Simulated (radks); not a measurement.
The numbers below are computed, except where a source is named.
Question: Ionisation of the selenium ion Se24+, [Ne], to Se25+, [He] 2s2 2p5, under several functionals. Dirac Kohn-Sham, spin-unpolarised, spherical densities, finite nucleus; open shells fill j = l - 1/2 first; a radial shooting solver on a logarithmic mesh with Libxc functionals. Known Delta-SCF values: AM05 2540.4 eV; PBE 2542.2 eV. What does SOGGA give, and what is its highest occupied eigenvalue?

Answer: 2540.9 eV by Delta-SCF; the 2p3/2 eigenvalue is -2473.1 eV. NIST: 2541 eV (semi-empirical).

Beside tabulated values, note that spin-unpolarised runs miss the spin-polarisation part of the exchange energy of open shells.
